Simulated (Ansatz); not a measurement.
Relaxation of Cl3FGe (5 atoms, charge 0, multiplicity 1), to a largest force component of 0.02 eV/Å in at most 40 steps.

Method: RHF/def2-SVP (Ansatz 0.2.0).

```xyz
5
Properties=species:S:1:pos:R:3
Ge 0.000 0.000 0.000
F 0.000 0.000 1.680
Cl 2.094 0.000 -0.739
Cl -1.046 1.812 -0.739
Cl -1.046 -1.812 -0.739
```

**Question.** Where does it end, and by what steps?

**Answer.** The forces met the threshold. After 3 steps the energy has fallen by 0.328 eV; Cl3 moved furthest, 0.09 Å.

| step | energy less start (eV) | largest force component (eV/Å) | accepted |
| --- | --- | --- | --- |
| 0 | 0.0000 | 2.404 | yes |
| 1 | -0.3244 | 0.462 | yes |
| 2 | -0.3278 | 0.197 | yes |
| 3 | -0.3284 | 0.008 | yes |

```xyz
5
Properties=species:S:1:pos:R:3
Ge 0.000 0.000 -0.062
F 0.000 0.000 1.636
Cl 2.013 0.000 -0.704
Cl -1.006 1.743 -0.704
Cl -1.006 -1.743 -0.704
```

The run took 8.2 s on 1 thread of Intel(R) Xeon(R) 6975P-C (Granite Rapids) (shared host), peak memory 0.24 GiB.
